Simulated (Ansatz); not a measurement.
`C#[C][Zr]([Cl])([Cl])[C]#C` + HCl → `C#[C][Zr]([Cl])([Cl])[Cl]` + `C#C` at 400 K and 1 bar (ligand exchange at a Zr–C bond).

Computed with Ansatz on PBE0-D4/def2-TZVP structures; ΔE is electronic, products minus reactants. CCSD(T)/CBS adds triple-zeta CCSD(T) − MP2 to the extrapolated MP2 energy (def2 sets, frozen cores). This one scheme is used for every species. def2 core potentials past Kr. For Zr outer-core shells are correlated without core-valence functions, which leaves a few kJ/mol of doubt a bond.

| species | CCSD(T)/CBS energy (Eh) | H − E (kJ/mol) | S (J/(mol·K)) |
| --- | --- | --- | --- |
| `C#[C][Zr]([Cl])([Cl])[C]#C` | -1120.00305 | 146.4 | 480.4 |
| HCl | -460.38127 | 29.6 | 195.4 |
| `C#[C][Zr]([Cl])([Cl])[Cl]` | -1503.20894 | 96.2 | 443.1 |
| `C#C` | -77.22717 | 85.5 | 213.8 |

H − E and S are ideal-gas, rigid-rotor, harmonic terms from PBE0-D4/def2-TZVP. 1 Eh = 2625.50 kJ/mol, R = 8.31446 J/(mol·K).

Task: By hand: ΔE, ΔH, ΔS and ΔG.

Result: ΔE = (-1503.20894) + (-77.22717) − (-1120.00305) − (-460.38127) = -0.05179 Eh = -136.0 kJ/mol. Δ(H − E) = 96.2 + 85.5 − 146.4 − 29.6 = 5.7, so ΔH = -130.3 kJ/mol. ΔS = 443.1 + 213.8 − 480.4 − 195.4 = -18.9 J/(mol·K). ΔG = -130.3 − 400 × (-18.9)/1000 = -122.7 kJ/mol.

Task: By hand: the equilibrium constant, and the temperature at which ΔG would vanish if ΔH and ΔS stayed fixed.

Result: log₁₀ K = −ΔG/(RT ln 10) = 16.0. ΔG = 0 at ΔH/ΔS = 6894 K, far beyond where these terms or the molecules hold.

ΔH outweighs TΔS. A doubt of 5 kJ/mol in ΔE shifts log₁₀ K by 0.7 here. Modes under 60 cm⁻¹, often nearly free rotors, make the harmonic entropy too high. These are equilibria of isolated gas molecules and say nothing of rates. Largest T1 diagnostic: 0.016 (customary marks: 0.02 for closed shells, 0.045 for open ones).
